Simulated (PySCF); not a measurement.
**Correlation energy of Fe⁺ (iron, charge +1)**

[Ar] 3d5 4s1 4p1, high-spin 8P determinant (an excited configuration). Calculation: PySCF 2.14, in aug-cc-pVDZ-DK (7s6p4d2f, 59 functions); scalar relativity by spin-free X2C-1e. Frozen: [Ar]; 7 electrons correlated.

```
  level  correlation energy (mhartree)
   CCSD                         -76.87
    (T)                          -0.76
CCSD(T)                         -77.63
```

Diagnostics: T1 = 0.0068, D1 = 0.0169, largest double amplitude 0.029.

Cost of the coupled-cluster step: of the order of 2.5 core-seconds, for 7 correlated electrons.
